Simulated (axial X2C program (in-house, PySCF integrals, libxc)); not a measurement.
**Spin–orbit effects down a group: molecules with Ca, CCSD**

Computed with an in-house relativistic program for diatomic molecules, spin-free (one-electron X2C) or two-component (2c: spin–orbit coupling with atomic mean-field Coulomb and Gaunt terms, which also bring small scalar terms), in Dyall basis sets with cores contracted in-house; open shells are unrestricted.

Basis sets: Ca dyall-cv3z, Cs dyall-cv3z, H dyall-v3z, Li dyall-cv3z, Na dyall-cv3z. Frozen shells (counts by l): CaH Ca 2s1p, H none, 11 electrons correlated; LiCa Ca 2s1p, Li 1s, 11 electrons correlated; NaCa Ca 3s2p, Na 2s1p, 3 electrons correlated; CsCa Cs 4s3p2d, Ca 3s2p, 11 electrons correlated. Coupled cluster in natural virtuals with an MP2 remainder. Where the outer core of a metal is frozen, bonds come out longer and ionisation energies lower. Frozen cores can differ along the series, which adds to the trend.

```
molecule   spin-free state  Re (Å)  ωe (cm⁻¹)  De (eV)  2c state  Re 2c (Å)  ωe 2c (cm⁻¹)  De 2c (eV)
     CaH  M_S = 1/2, Λ = 0   2.018     1292.1     1.73   Ω = 1/2      2.018        1288.3        1.73
    LiCa  M_S = 1/2, Λ = 0   3.399      195.2     0.25   Ω = 1/2      3.398         194.6        0.25
    NaCa  M_S = 1/2, Λ = 0   3.783       95.4     0.17   Ω = 1/2      3.783          95.4        0.17
    CsCa  M_S = 1/2, Λ = 0   4.815       42.0     0.10   Ω = 1/2      4.845          41.0        0.10
```

Each entry is the lowest single determinant of a limited PBE0 search at one distance. De goes to single-determinant-based atoms at the same level (for ions the charge split of lowest energy) and is withheld (n/a) where an atom does not fit its ground term or J level. Main or longest-lived isotopes. One determinant is a doubtful description, or other states lie close, for LiCa, NaCa, CsCa; these need not be ground states, and all values refer to the states named.
